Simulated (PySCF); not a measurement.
# Telling isomers of C$_{5}$H$_{12}$O$_{2}$Si apart by NMR

- shieldings: GIAO PBE0/pcSseg-1
- geometry from GFN2-xTB
- run in PySCF 2.14.0 with density-fitted response routines
- fast rotation and ring inversion assumed for equivalent nuclei, no solvent, non-relativistic Hamiltonian, one conformer

δ = σ(ref) − σ, references computed at the same level: ¹H (σref 31.72) and ¹³C (σref 186.93) against TMS. Where no couplings were computed, multiplicities follow the n + 1 count of equivalent neighbours, and m marks all less simple cases (inequivalent or close neighbours, rings, F or P nearby). Shifts are as computed. Against solution values, carbons near 30 ppm lie about +3 ppm off and those near 130 ppm about +5 ppm. Of 1309 compounds with measured shifts, 239 miss one by over three times the rms of a fit or turn the order of signals round; such compounds aren't used in these exercises.

(1) Tabulate the signals of `CO[Si@H]1CCCOC1`, `CO[C@@H]([SiH3])OC1CC1` and their relative energies.

(2) What is the quickest way to tell CO[Si@H]1CCCOC1 from CO[C@@H]([SiH3])OC1CC1?

Answers

(1) 
| SMILES | carbon types | δC | δH | E rel. (kcal/mol) |
| --- | --- | --- | --- | --- |
| CO[Si@H]1CCCOC1 | 4×CH2 1×CH3 | 74.5, 64.3, 53.1, 29.0, 15.0 | 4.93 (m, 1H), 4.03 (m, 1H), 3.99 (m, 1H), 3.73 (s, 3H), 3.41 (m, 1H), 3.04 (m, 1H), 1.71 (m, 1H), 1.57 (m, 1H), 1.28 (m, 1H), 0.75 (m, 1H) | 0.0 |
| CO[C@@H]([SiH3])OC1CC1 | 2×CH 2×CH2 1×CH3 | 109.1, 64.9, 61.9, 10.4, 9.1 | 4.61 (q, 1H), 3.95 (s, 3H), 3.72 (d, 3H), 3.04 (m, 1H), 0.91 (m, 1H), 0.84 (m, 1H), 0.69 (m, 1H), 0.36 (m, 1H) | 60.1 |

Energies are electronic energies at PBE0/pcSseg-1 on these geometries, without zero-point or thermal terms, each for the one conformer computed, which needn't be the lowest.

(2) Both give the same number of carbon signals, but DEPT or the intensities differ. The first has an sp3 CH2 bonded to O at 74.5 ppm, the second an sp3 carbon bearing two oxygens (CH) at 109.1 ppm.
